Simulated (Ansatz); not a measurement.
`[CH3][Al]1[CH2]C[SiH2]1` → `CC1[CH2][AlH][SiH2]1`  (isomerisation)

Isolated molecules relaxed with PBE0-D4/def2-TZVP in Ansatz; ΔE leaves out vibrations. CCSD(T)/CBS adds triple-zeta CCSD(T) − MP2 to the extrapolated MP2 energy (def2 sets, frozen cores). Functionals use def2-TZVPP. B3LYP here is the variant with VWN-RPA as its local correlation; programs differ in this.

Problem. Is it downhill or uphill in electronic energy at CCSD(T)/CBS, and by how much? (Estimate.)

Solution. Computed: Uphill: ΔE = +46.4 kJ/mol.

Problem. What do these levels give: PBE0-D4, ωB97X-V, ωB97M-V, B2PLYP, PBE0, B3LYP, HF/def2-TZVPP, MP2/def2-TZVPP, SCS-MP2/def2-TZVPP, CCSD/def2-TZVPP, SCS-MP2/def2-QZVPP, MP2/CBS(def2)? (Estimate.)

Solution. Ansatz gave: PBE0-D4 47.7, ωB97X-V 45.0, ωB97M-V 48.7, B2PLYP 50.4, PBE0 50.8, B3LYP 53.3, HF/def2-TZVPP 44.7, MP2/def2-TZVPP 46.0, SCS-MP2/def2-TZVPP 43.8, CCSD/def2-TZVPP 45.6, SCS-MP2/def2-QZVPP 44.6, MP2/CBS(def2) 47.1 kJ/mol.

Largest T1 diagnostic among the species: 0.011.

The D4 term adds −5.8 kJ/mol with B3LYP and −3.1 kJ/mol with PBE0; it sums over pairs of atoms, weighted by their polarisabilities, and B3LYP, whose exchange is more repulsive, gets the larger term.
